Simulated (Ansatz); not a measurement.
Geometry optimisation, Ansatz, RKS PBE-D4/def2-SVP.

input.yaml

```yaml
crystal:
  periodic: [false, false, false]
  atoms:
    - { symbol: Ga, position_ang: [0.0, 0.0, 0.0] }
    - { symbol: H, position_ang: [0.0, 0.0, 1.57] }
    - { symbol: "N", position_ang: [1.6714, 0.0, -0.965] }
    - { symbol: H, position_ang: [2.138, -0.9179, -1.2168] }
    - { symbol: H, position_ang: [2.1227, 0.9179, -1.2432] }
    - { symbol: H, position_ang: [-1.3596, 0.0, -0.785] }
basis:
  gaussian: { orbitals: def2-SVP }
hamiltonian:
  xc: pbe
  dispersion: d4
relax:
  f_tol: 0.02
  max_steps: 40
output:
  orbitals: {}
```

Launched with:

```bash
$ ansatz run input.yaml --threads 1 --pin off --max-ram 2048MiB --backend cpu --events-out ev --progress --plain --runs-dir out
```

Q: Where does it end, and by what steps?

A: It converged. After 10 steps the energy has fallen by 0.869 eV; H4 moved furthest, 0.97 Å.

```
step  energy less start (eV)  largest force component (eV/Å)  accepted
   0                  0.0000                           1.683       yes
   1                 -0.1462                           0.513       yes
   2                 -0.2768                           0.531       yes
   3                 -0.4693                           0.887       yes
   4                 -0.6585                           0.901       yes
   5                 -0.7958                           1.273       yes
   6                 -0.8590                           0.368       yes
   7                 -0.8632                           0.499       yes
   8                 -0.8691                           0.031       yes
   9                 -0.8687                           0.069        no
  10                 -0.8693                           0.001       yes
```

```xyz
6
Properties=species:S:1:pos:R:3
Ga 0.006 -0.001 -0.004
H 0.056 -0.547 1.469
N 1.586 0.001 -0.916
H 2.474 -0.326 -0.529
H 1.695 0.328 -1.877
H -1.245 0.546 -0.784
```

Whether the end is a true minimum wasn't checked by a vibrational analysis.

Run time: 13 s on 1 thread of Arm Neoverse V2 (shared host), peak memory 0.11 GiB.
